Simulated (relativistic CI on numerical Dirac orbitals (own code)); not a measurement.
Computed by Dirac-Coulomb-Breit CI, KLI orbitals optimised for each configuration, model QED, unscaled Slater integrals (own radial code, finite nucleus).

The strongest absorption lines from the ground level of an ion, among the configurations computed and to levels below about 1110 eV (vacuum wavelength in Å, gf): 19.563 (0.77), 19.778 (0.76), 19.858 (1.1), 20.977 (0.045), 22.908 (0.21), 34.553 (0.75), 34.957 (0.37), 38.081 (0.035).

Q: Which ion is it?
A. W LVI
B. W LVIII
C. Au LXIII
D. W LX

A: B. W LVIII has 17 electrons and the ground level 3s²3p⁵ ²P°3/2; the strongest line goes to 3s²3p⁴3d ²D5/2. The pattern of lines fixes the number of electrons, and along that sequence the line energies rise steadily with the charge (about as its square where n changes within one kind of shell, about linearly where n is kept but much faster in heavy ions where fine structure, which grows about as Z⁴, sets the gap, and irregularly where shells cross), which fixes Z. Configurations outside the model, such as inner-shell arrays, can give stronger lines. At this charge energies of transitions that change n are usually good to better than 1 %, and those within a shell (Δn = 0) to a few per cent.

LS names give the leading component of a level, which can be under half, so a name can repeat, a term be missing and a line seem to break the LS rules.
